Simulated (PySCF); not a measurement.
**How methods differ on the ionisation energy of V²⁺**

V²⁺ [Ar] 3d3 (4F) → V³⁺ [Ar] 3d2 (3F), as a difference of total energies. Computed with PySCF 2.14 in aug-cc-pwCVTZ-DK, with the spin-free X2C one-electron Hamiltonian (Gaussian nucleus). Correlated levels: valence: [Ar] frozen; valence and next inner shell: [Ne] frozen; nothing frozen. The calculations carry no spin-orbit coupling.

```
                                method  ionisation energy (eV)
                                   UHF                  28.160
                                   LDA                  30.056
                                  PBE0                  29.634
                                r2SCAN                  29.756
                                 B97-3                  29.390
                                  BP86                  29.820
                         MP2 (valence)                  28.570
                     SCS-MP2 (valence)                  28.297
    MP2 (valence and next inner shell)                  29.261
SCS-MP2 (valence and next inner shell)                  28.961
                   MP2 (all electrons)                  29.290
               SCS-MP2 (all electrons)                  28.981
```

Task: Estimate what PBE gives.

Result: 29.809 eV, closest to BP86 among the rows shown.

Task: Estimate what M06-2X gives.

Result: 29.226 eV, closest to MP2 (valence and next inner shell) among the rows shown.

A first-order spin-orbit estimate (lowest level to lowest level, LS coupling) adds -0.009 eV.

Errors of the correlated levels include the incompleteness of this basis and the frozen core.

For comparison: 29.311 eV (measured; NIST Atomic Spectra Database, ionization energies).
